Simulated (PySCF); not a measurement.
Correlation energy of Sc¹⁹⁺ (scandium, charge +19)

1s2, closed-shell 1S. All numbers are calculated (PySCF 2.14, the spin-free X2C one-electron Hamiltonian (Gaussian nucleus), in an uncontracted even-tempered set (17 s from 17 bohr⁻², ratio 2.2; 7 p from 26 bohr⁻², ratio 2.4; 4 d from 77 bohr⁻², ratio 2.4; 3 f from 120 bohr⁻², ratio 2.4; 3 g from 170 bohr⁻², ratio 2.4)). Frozen: nothing; 2 electrons correlated; the 12 highest virtual orbitals of each spin left out.

With two correlated electrons CCSD is exact within the correlated space (frozen core and kept virtual orbitals).

```json
{"level": "CCSD", "correlation energy (mhartree)": "-47.42"}
```

Diagnostics: T1 = 6.7e-06, D1 = 0.0000, largest double amplitude 0.002.

Cost of the coupled-cluster step: of the order of 7 core-seconds, for 2 correlated electrons.
